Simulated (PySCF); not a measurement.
## Zinc: a sound run and one with changed settings

Sound run: Zn⁺ [Ar] 3d10 4s1, Zn²⁺ [Ar] 3d10. All numbers are calculated (PySCF 2.14, the spin-free X2C one-electron Hamiltonian (Gaussian nucleus), in Sapporo-DKH3-DZP-2012 (6s4p3d1f, 40 functions)). In the sound run the correlated levels freeze [Ar]. The sound run starts from symmetry-adapted Hartree-Fock orbitals and uses a fine grid where one is needed.

Changed run: initial guess minao, at most 50 SCF cycles, level shift 0.5 hartree.

| species | method | sound run (hartree) | changed run (hartree) | converged |
| --- | --- | --- | --- | --- |
| Zn⁺ | UHF | -1793.93776 | -1793.93776 | yes |
| Zn⁺ | TPSS | -1795.54461 | -1795.54461 | yes |
| Zn⁺ | r2SCAN | -1795.50514 | -1795.50514 | yes |
| Zn⁺ | MP2 | -1794.34786 | -1794.30190 | yes |
| Zn⁺ | CCSD(T) | -1794.31359 | -1794.31359 | yes |
| Zn²⁺ | UHF | -1793.31300 | -1793.31300 | yes |
| Zn²⁺ | TPSS | -1794.86829 | -1794.86829 | yes |
| Zn²⁺ | r2SCAN | -1794.82385 | -1794.82385 | yes |
| Zn²⁺ | MP2 | -1793.69486 | -1793.65382 | yes |
| Zn²⁺ | CCSD(T) | -1793.66234 | -1793.66234 | yes |

Ionisation energy of Zn⁺:

| method | sound run (eV) | changed run (eV) |
| --- | --- | --- |
| UHF | 17.001 | 17.001 |
| TPSS | 18.404 | 18.404 |
| r2SCAN | 18.539 | 18.539 |
| MP2 | 17.769 | 17.635 |
| SCS-MP2 | 17.644 | 17.526 |
| CCSD | 17.686 | 17.686 |
| CCSD(T) | 17.721 | 17.721 |

A level shift leaves the converged SCF energy unchanged but raises the virtual orbital energies, which shrinks MP2 if it is not removed.

For comparison, NIST gives 17.964 eV between the lowest levels.
